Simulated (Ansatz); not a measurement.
Cost and result for the atomization energy of `[OH][Ge]([OH])([SiH3])[GeH3]` (13 atoms, 12 bonds).

```xyz
13

O    -2.036   -0.546   -0.130
Ge   -0.411    0.091    0.269
O    -0.564    1.424    1.454
Si    0.679   -1.670    1.447
Ge    0.598    0.977   -1.772
H    -2.536    0.022   -0.720
H    -0.876    2.246    1.069
H     2.030   -1.208    1.854
H    -0.114   -2.044    2.644
H     0.816   -2.839    0.540
H     1.990    1.561   -1.485
H     0.722   -0.118   -2.842
H    -0.297    2.103   -2.328
```

Total charge 0; spin multiplicity 1. Correlated methods include outer-core shells of Ge, which these sets cover unevenly. Scalar relativity is left out up to krypton. All single points use the PBE0-D4/def2-TZVP geometry. It is one conformer, not always the lowest. Program: Ansatz. All runs use 2 threads of an AMD EPYC 7R13 on a shared host and a share of an NVIDIA H100 80 GB. Times are those of one run each, without the atoms' runs, and a repeat can differ threefold. Electronic energies, without spin–orbit coupling; frozen cores. CCSD(T)/CBS adds CCSD(T) − MP2 in def2-TZVPP to the MP2 limit, and its time is that of the two runs behind it. T1 = 0.013. With those shells the extrapolation isn't a true limit. B3LYP takes the VWN-RPA correlation (the form of Gaussian; ORCA's B3LYP/G).

CCSD(T)/CBS is a level of theory with its own doubt, some kJ/mol a heavy atom from the limit and from the frozen cores, so smaller differences don't rank the functionals.

| level | functions | wall time |
| --- | --- | --- |
| B3LYP-D4/def2-TZVPP (with forces) | 312 | 2.7 s |
| B2PLYP/def2-TZVPP | 312 | 3.4 s |
| ωB97X-V/def2-TZVPP | 312 | 3.5 s |
| PBE-D4/def2-TZVPP (with forces) | 312 | 3.7 s |
| ωB97M-V/def2-TZVPP (with forces) | 312 | 4.8 s |
| PBE0-D4/def2-TZVPP | 312 | 5 s |
| r2SCAN-D4/def2-TZVPP (with forces) | 312 | 5.5 s |
| MP2/def2-QZVPP | 602 | 7 s |
| CCSD(T)/def2-TZVPP | 312 | 8.6 s |
| CCSD(T)/CBS(def2) | – | 16 s |

Task: What atomization energy does each give, and how far from CCSD(T)/CBS? (Estimate.)

Result: Computed: 
```json
{"level": "B3LYP-D4/def2-TZVPP (with forces)", "atomization (kJ/mol)": "3944.1", "difference from CCSD(T)/CBS": "-58.6", "per bond": "-4.9"}
{"level": "B2PLYP/def2-TZVPP", "atomization (kJ/mol)": "3909.1", "difference from CCSD(T)/CBS": "-93.6", "per bond": "-7.8"}
{"level": "ωB97X-V/def2-TZVPP", "atomization (kJ/mol)": "4001.3", "difference from CCSD(T)/CBS": "-1.4", "per bond": "-0.1"}
{"level": "PBE-D4/def2-TZVPP (with forces)", "atomization (kJ/mol)": "3969.3", "difference from CCSD(T)/CBS": "-33.4", "per bond": "-2.8"}
{"level": "ωB97M-V/def2-TZVPP (with forces)", "atomization (kJ/mol)": "3952.3", "difference from CCSD(T)/CBS": "-50.4", "per bond": "-4.2"}
{"level": "PBE0-D4/def2-TZVPP", "atomization (kJ/mol)": "3908.4", "difference from CCSD(T)/CBS": "-94.3", "per bond": "-7.9"}
{"level": "r2SCAN-D4/def2-TZVPP (with forces)", "atomization (kJ/mol)": "3978.8", "difference from CCSD(T)/CBS": "-23.9", "per bond": "-2.0"}
{"level": "MP2/def2-QZVPP", "atomization (kJ/mol)": "3979.2", "difference from CCSD(T)/CBS": "-23.5", "per bond": "-2.0"}
{"level": "CCSD(T)/def2-TZVPP", "atomization (kJ/mol)": "3905.9", "difference from CCSD(T)/CBS": "-96.8", "per bond": "-8.1"}
{"level": "CCSD(T)/CBS(def2)", "atomization (kJ/mol)": "4002.7", "difference from CCSD(T)/CBS": "0.0", "per bond": "0.0"}
```

In def2-TZVPP, CCSD(T) changes the Hartree–Fock value by +1107.4 kJ/mol (the triples alone add +56.9 kJ/mol) and MP2 by +1124.0 kJ/mol; breaking electron pairs costs correlation energy, which Hartree–Fock lacks. From PBE to PBE0 (25 % exact exchange), in def2-TZVPP and without D4, the atomization energy moves by −56.9 kJ/mol: exact exchange takes away binding that semilocal exchange gives to molecules. The D4 term adds +49.4 kJ/mol with B3LYP and +26.4 kJ/mol with PBE0; it sums over pairs of atoms, weighted by their polarisabilities, and B3LYP, whose exchange is more repulsive, gets the larger term.
